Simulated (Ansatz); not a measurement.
Mulliken charges of CH$_{4}$S$_{2}$Si (`C1[SiH2]SS1`) from ωB97M-V/def2-TZVPP in Ansatz (PBE0-D4/def2-TZVP geometry).

```tsv
atom	x (Å)	y (Å)	z (Å)	charge (e)
C1	-0.514	0.771	-0.339	-0.321
Si2	0.284	-0.571	0.700	0.293
S3	1.684	-0.930	-0.879	-0.187
S4	0.062	-0.014	-1.887	-0.029
H5	-1.602	0.824	-0.319	0.139
H6	-0.078	1.765	-0.225	0.146
H7	0.912	-0.199	1.994	-0.023
H8	-0.657	-1.703	0.900	-0.019
```

**Question.** By hand: the dipole of these point charges (1 e Å = 4.8032 D).

**Answer.** Σ q r = (-0.311, 0.169, 0.393) e Å, of length 0.529 e Å = 2.54 D.

**Question.** How does the dipole of the full density compare? (An estimate is asked.)

**Answer.** Computed: (-0.245, 0.198, 0.339) e Å, 2.22 D; the point charges give 1.14 times that, at 7° from its direction.

Point charges leave out the atoms' own dipoles, such as those of lone pairs, and Mulliken's split depends on the basis, so the close match here is no proof of good charges.
